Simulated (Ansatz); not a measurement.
Consider the substitution at a C–Se bond: `O=C([SiH3])[SeH]` + arsine → `O=C([SiH3])[AsH2]` + H₂Se.

Computed with Ansatz on PBE0-D4/def2-TZVP structures; ΔE is electronic, products minus reactants. CCSD(T)/CBS adds triple-zeta CCSD(T) − MP2 to the extrapolated MP2 energy (def2 sets, frozen cores). DFT in def2-TZVPP. B3LYP here is the variant with VWN-RPA as its local correlation; programs differ in this. For As, Se outer-core shells are correlated without core-valence functions, which leaves a few kJ/mol of doubt a bond. Scalar relativity is left out up to krypton. One conformer a species, not always the lowest.

```tsv
level	ΔE (kcal/mol)	difference from CCSD(T)/CBS
PBE-D4	7.3	1.9
r2SCAN-D4	7.2	1.8
PBE0-D4	6.2	0.8
B3LYP-D4	6.2	0.8
ωB97X-V	5.3	-0.1
ωB97M-V	5.2	-0.2
B2PLYP	6.3	0.9
PBE	7.4	2.0
r2SCAN	7.3	1.9
PBE0	6.4	1.0
B3LYP	6.4	1.0
HF/def2-TZVPP	4.1	-1.3
MP2/def2-TZVPP	6.0	0.6
SCS-MP2/def2-TZVPP	5.5	0.1
CCSD/def2-TZVPP	4.7	-0.7
CCSD(T)/def2-TZVPP	5.3	-0.1
HF/def2-QZVPP	4.1	-1.3
MP2/def2-QZVPP	6.1	0.7
SCS-MP2/def2-QZVPP	5.6	0.2
HF/CBS(def2)	4.2	-1.2
MP2/CBS(def2)	6.2	0.8
CCSD/CBS(def2)	4.9	-0.5
CCSD(T)/CBS	5.4	0
```

Largest T1 diagnostic among the species: 0.015.

From PBE to PBE0 (25 % exact exchange), in def2-TZVPP and without D4, ΔE moves by −1.0 kcal/mol. In def2-TZVPP, CCSD(T) changes the Hartree–Fock value by +1.2 kcal/mol (the triples alone add +0.6 kcal/mol) and MP2 by +1.9 kcal/mol.
